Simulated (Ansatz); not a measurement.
`CN(C)c1ccc(-c2ccc(-c3ccc(-c4ccc(C#N)s4)s3)s2)s1`. Total charge 0; singlet. Geometry PBE-D4/def2-SVP.

```xyz
39

C     0.824    7.268   -0.206
N     1.500    6.374   -1.125
C     2.026    6.893   -2.372
C     1.291    5.021   -1.031
C     1.651    4.016   -1.937
C     1.309    2.720   -1.476
C     0.670    2.697   -0.238
C     0.179    1.586    0.528
C    -0.347    1.564    1.825
C    -0.734    0.277    2.259
C    -0.512   -0.725    1.310
C    -0.776   -2.134    1.419
C    -1.191   -2.858    2.544
C    -1.362   -4.236    2.294
C    -1.081   -4.608    0.976
C    -1.138   -5.909    0.362
C    -0.850   -6.269   -0.961
C    -1.015   -7.647   -1.220
C    -1.432   -8.366   -0.097
C    -1.693   -9.750    0.013
N    -1.911  -10.903    0.110
S    -1.619   -7.310    1.291
S    -0.608   -3.202    0.040
S     0.184   -0.033   -0.147
S     0.483    4.341    0.375
H     0.969    6.922    0.840
H     1.261    8.281   -0.287
H    -0.275    7.338   -0.393
H     2.254    7.969   -2.253
H     2.968    6.372   -2.642
H     1.314    6.774   -3.224
H     2.146    4.211   -2.895
H     1.524    1.801   -2.040
H    -0.438    2.471    2.439
H    -1.172    0.072    3.245
H    -1.352   -2.390    3.524
H    -1.678   -4.961    3.057
H    -0.529   -5.538   -1.716
H    -0.841   -8.126   -2.192
```

Single mean-field runs in def2-TZVP are fitted with def2-universal-jkfit.

(1) Estimate the orbital energies around the gap (eV) in Ansatz with LDA (SPW92)/def2-TZVP, PBE-D4/def2-TZVP, r2SCAN-D4/def2-TZVP, r2SCANh-D4/def2-TZVP, BHLYP-D4/def2-TZVP.

Results:

(1) 
```csv
orbital,LDA (SPW92)/def2-TZVP,PBE-D4/def2-TZVP,r2SCAN-D4/def2-TZVP,r2SCANh-D4/def2-TZVP,BHLYP-D4/def2-TZVP
HOMO−9,-8.14,-7.89,-8.17,-8.69,-10.47
HOMO−8,-7.93,-7.72,-8.01,-8.49,-10.11
HOMO−7,-7.26,-7.05,-7.30,-7.75,-9.26
HOMO−6,-6.92,-6.72,-6.98,-7.41,-8.82
HOMO−5,-6.78,-6.58,-6.83,-7.25,-8.62
HOMO−4,-6.64,-6.45,-6.71,-7.11,-8.47
HOMO−3,-6.52,-6.32,-6.56,-6.96,-8.29
HOMO−2,-6.33,-6.13,-6.35,-6.75,-8.10
HOMO−1,-5.47,-5.26,-5.42,-5.75,-6.88
HOMO,-4.60,-4.39,-4.49,-4.76,-5.69
LUMO,-3.20,-2.97,-2.95,-2.76,-1.70
LUMO+1,-2.41,-2.17,-2.09,-1.84,-0.60
LUMO+2,-1.71,-1.43,-1.30,-0.99,0.38
LUMO+3,-1.67,-1.40,-1.22,-0.87,0.69
LUMO+4,-1.34,-1.06,-0.86,-0.49,1.07
LUMO+5,-1.21,-0.92,-0.68,-0.29,1.23
```
